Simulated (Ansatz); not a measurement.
Coupled-cluster run, H$_{8}$N$_{2}$O$_{2}$Si$_{2}$, SMILES `N[Si@H](O)[Si@H](N)O`.

```yaml
crystal:
  periodic: [false, false, false]
  atoms:
    - {symbol: N, position_ang: [-1.739155, -1.063420, -0.235398]}
    - {symbol: Si, position_ang: [-1.246794, 0.479754, 0.329164]}
    - {symbol: O, position_ang: [-1.868154, 1.801540, -0.456522]}
    - {symbol: Si, position_ang: [1.092615, 0.399961, 0.137044]}
    - {symbol: N, position_ang: [1.494645, -1.159613, -0.468114]}
    - {symbol: O, position_ang: [1.697356, 0.816125, 1.620926]}
    - {symbol: H, position_ang: [-1.242466, -1.500750, -0.995134]}
    - {symbol: H, position_ang: [-2.693178, -1.381548, -0.175637]}
    - {symbol: H, position_ang: [-1.777732, 0.648324, 1.702046]}
    - {symbol: H, position_ang: [-1.548883, 1.970704, -1.343982]}
    - {symbol: H, position_ang: [1.662617, 1.328611, -0.886833]}
    - {symbol: H, position_ang: [2.378133, -1.336860, -0.918772]}
    - {symbol: H, position_ang: [1.151819, -1.983162, 0.001954]}
    - {symbol: H, position_ang: [2.639178, 0.980332, 1.689250]}
basis:
  gaussian: {orbitals: def2-TZVPP}
correlation: {method: ccsd_t}
```

```sh
$ ansatz run in.yaml --threads 2 --pin off --events-out ev --progress --plain --max-ram 32768MiB --backend cuda --devices 0, --max-vram 18GiB
```

Output of Ansatz, abridged:

```
Functional definition: HF
1891 factors; integrals over basis functions are off by at most 8.3e-4 eV
mean field evaluation 1: about -22889.0785 eV, gradient 6.4e1 eV
mean field evaluation 2: about -22889.4061 eV, gradient 6.5e1 eV
mean field evaluation 4: about -22897.2146 eV, gradient 4.3e0 eV
mean field evaluation 8: about -22897.3068 eV, gradient 3.5e-1 eV
mean field -22897.30719524 eV, -841.4605190726 hartree, gradient 5.8e-6 eV, S^2 0.000000; 0 other end points of the search recorded, 0 dependent functions left out
14 core orbitals not correlated: weight in the atoms' cores, before any rotation towards them, 1.000 or more for the frozen orbitals, at most 0.000 for the correlated occupied ones
reference -22897.30719524 eV, -841.4605190726 hartree; 19, 19 occupied and 287, 287 virtual orbitals, 1891 factors
second order -31.40926896 eV of doubles, -0.00000000 eV of singles
cycle   1  -31.69697328 eV  change   -2.9e-1 eV  update   1.1e-1
cycle   2  -32.39615270 eV  change   -7.0e-1 eV  update   3.3e-2
cycle   3  -32.55359494 eV  change   -1.6e-1 eV  update   1.7e-2
cycle   4  -32.53571958 eV  change    1.8e-2 eV  update   4.2e-3
cycle   5  -32.53418871 eV  change    1.5e-3 eV  update   2.2e-3
cycle   6  -32.53533077 eV  change   -1.1e-3 eV  update   6.9e-4
cycle   7  -32.53491996 eV  change    4.1e-4 eV  update   2.7e-4
cycle   8  -32.53479749 eV  change    1.2e-4 eV  update   8.1e-5
cycle   9  -32.53482290 eV  change   -2.5e-5 eV  update   3.2e-5
perturbative correction -1.20219273 eV, -0.0441797680 hartree
Total energy: -22931.04421087 eV, -842.7003315294 hartree
```

Run time 2.8 min (2 threads of an AMD EPYC 7R13 on a shared host and a share of an NVIDIA H100 80 GB); peak host memory 1.3 GiB.

MP2 recovers 93.1 % of the CCSD(T) correlation energy and the triples give 3.6 %; T1 = 0.0120.
